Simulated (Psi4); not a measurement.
Psi4 input (wB97X-D/6-311+G**):

```
memory 1500 MB

molecule {
1 1
C    -0.59117901    0.04682750    0.01488081
F     0.63603258   -0.05038036   -0.01600984
H    -1.16567067   -0.88634511    0.02648339
H    -1.01154853    1.05880341    0.02832029
symmetry c1
no_reorient
no_com
}

set {
  basis 6-311+G**
  reference rks
  scf_type pk
  dft_radial_points 99
  dft_spherical_points 590
  e_convergence 1e-8
  d_convergence 1e-7
  maxiter 150
}

e = energy('wb97x-d')
print_out(f'\nFINAL {e:.10f} DIPOLE {variable("CURRENT DIPOLE")[0]:.6f} {variable("CURRENT DIPOLE")[1]:.6f} {variable("CURRENT DIPOLE")[2]:.6f}\n')
```

Question: Predict the final energy.

Answer: -138.74017 Eh.
